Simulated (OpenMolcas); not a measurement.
## Computed transition rates of Xe³⁺

| Item | Value |
| --- | --- |
| Program | OpenMolcas |
| Method | SS-CASPT2, IPEA 0.25 Eh, imaginary shift 0.1 Eh (closed shells correlated: 4d 5s) |
| Basis | ANO-RCC-VQZP [8s7p5d3f2g] |
| Scalar Hamiltonian | DKH2, point nucleus |
| Active space | 3 electrons in 3 orbitals (5p) |
| State averaging | 2S+1 = 4 odd, 1 root; 2S+1 = 2 odd, 8 roots |
| Spin-orbit coupling | state interaction with AMFI integrals over the reference wave functions, term energies averaged over their components |

Rates come from the transition moments of the reference wave functions (E1 and E2 in the length form). At fixed line strength A goes as λ^-3 for E1 and M1 and as λ^-5 for E2, so a rate at the computed wavelength can be rescaled to the measured one. Measured vacuum wavelengths follow from level energies in Saloman, J. Phys. Chem. Ref. Data 33, 765 (2004). Branching counts decays inside the model space alone, at computed energies, and the table is only a selection of the E2 and M1 lines, drawn from those between levels with measured partners whose computed energy lies within a factor of 1.5 of the measured one.

```csv
Upper,Lower,Type,λ computed (nm),λ measured (nm),A computed (s-1),A rescaled (s-1),Branching %
5s2 5p3 2P* 3/2,5s2 5p3 2D* 3/2,M1,469.4,446.8,5.92e+01,,48.3
5s2 5p3 2P* 3/2,5s2 5p3 4S* 3/2,M1,285.1,280.5,4.08e+01,,33.3
5s2 5p3 2P* 1/2,5s2 5p3 4S* 3/2,M1,348.2,356.7,3.98e+01,,78.7
5s2 5p3 2P* 3/2,5s2 5p3 2D* 5/2,M1,571.5,551.3,1.69e+01,,13.8
5s2 5p3 2D* 3/2,5s2 5p3 4S* 3/2,M1,726,753.7,1.53e+01,,99.7
5s2 5p3 2P* 1/2,5s2 5p3 2D* 3/2,M1,669.2,677.1,8.77e+00,,17.4
5s2 5p3 2P* 3/2,5s2 5p3 2D* 5/2,E2,571.5,551.3,2.52e+00,3.02e+00,2.1
5s2 5p3 2P* 3/2,5s2 5p3 2P* 1/2,M1,1573,1314,1.77e+00,3.04e+00,1.4
5s2 5p3 2P* 3/2,5s2 5p3 2D* 3/2,E2,469.4,446.8,1.39e+00,1.78e+00,1.1
5s2 5p3 2D* 5/2,5s2 5p3 4S* 3/2,M1,568.9,571.1,1.38e+00,,67.1
5s2 5p3 2P* 1/2,5s2 5p3 2D* 3/2,E2,669.2,677.1,1.01e+00,9.52e-01,2.0
5s2 5p3 2P* 1/2,5s2 5p3 4S* 3/2,E2,348.2,356.7,7.92e-01,,1.6
5s2 5p3 2D* 5/2,5s2 5p3 2D* 3/2,M1,2628,2356,4.67e-01,6.48e-01,22.7
5s2 5p3 2D* 5/2,5s2 5p3 4S* 3/2,E2,568.9,571.1,2.10e-01,,10.2
```

Spin-changing lines and M1 lines between different terms are not rescaled, since their strength hangs on the term gaps too.

The largest correction is for 5s2 5p3 2P* 3/2 → 5s2 5p3 2P* 1/2 (M1): 1.77e+00 × (1573 / 1314)^3 = 3.04e+00 s-1, a factor of 1.72.

No measured rate stands beside these. Rescaling mends the energy factor alone: line strengths can still be far off where a level mixes with configurations outside the active space, and weak or spin-changing lines hang on small mixing coefficients that depend on the term gaps too, so rescaling need not improve them.

CASPT2 breaks the degeneracy within a term, and the mean is taken; among the terms shown or strongly mixed into the levels shown the widest spread is 150 cm-1 (5s2 5p3 2D*). With the s shell closed, the reference lacks s² → p² mixing. Computed and measured levels are paired by configuration, term and J; levels that our copy of the source lacks, or whose pairing is in doubt (as where it misses far off the trend of its configuration), stay unpaired. Only configurations of the active space appear.

* marks odd parity.
